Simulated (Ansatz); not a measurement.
Total energies of `FCN[SiH2]Cl`.

Z-matrix (Å, degrees):
```
C
N 1 1.409
F 1 1.392 2 111.7
H 1 1.093 2 110.4 3 118.6
H 1 1.093 2 111.9 3 -118.7
Si 2 1.709 1 125.3 3 -100.3
H 2 1.008 1 114.8 3 79.5
Cl 6 2.064 2 113.0 1 -91.8
H 6 1.478 2 109.0 1 150.4
H 6 1.477 2 108.2 1 25.7
```

Total charge 0; spin multiplicity 1. All single points use the PBE0-D4/def2-TZVP geometry. It is one conformer, not always the lowest. Basis def2-TZVPP, the Gaussian-basis code of Ansatz.

RPA on PBE orbitals: Hartree–Fock energy of these orbitals -943.22429 Eh, correlation -1.52529 Eh (frozen core).

```
functional  energy without D4 (Eh)  D4 term (kJ/mol)
    revPBE              -945.37005             -63.6
  PBE-QIDH              -944.91337                 –
```

Question: Give the same for LDA (SPW92), PBE, BLYP, r2SCAN, B97M-V, PBE0, B3LYP, r2SCANh, r2SCAN0, HSE06 (plane-wave form), BHLYP, CAM-B3LYP, LC-ωPBE, ωB97X-V, ωB97M-V, B2PLYP. (Best estimate.)

Answer: Ansatz gave: 
```
             functional  energy without D4 (Eh)  D4 term (kJ/mol)
            LDA (SPW92)              -941.47351                 –
                    PBE              -945.02752             -20.7
                   BLYP              -945.52750             -45.5
                 r2SCAN              -945.43176              -5.1
                 B97M-V              -945.34447                 –
                   PBE0              -945.10389             -17.5
                  B3LYP              -945.62430             -33.3
                r2SCANh              -945.41924              -5.4
                r2SCAN0              -945.40166              -6.0
HSE06 (plane-wave form)              -945.08039             -16.3
                  BHLYP              -945.49361             -25.3
              CAM-B3LYP              -945.53914             -17.7
                LC-ωPBE              -945.25951                 –
                ωB97X-V              -945.41024                 –
                ωB97M-V              -945.47452                 –
                 B2PLYP              -945.20201                 –
```

B3LYP takes the VWN-RPA correlation (the form of Gaussian; ORCA's B3LYP/G). HSE06 is the plane-wave form, built on full-range PBE exchange. The double hybrids freeze the cores in their second-order part.

LC-ωPBE has ω = 0.4 bohr⁻¹.
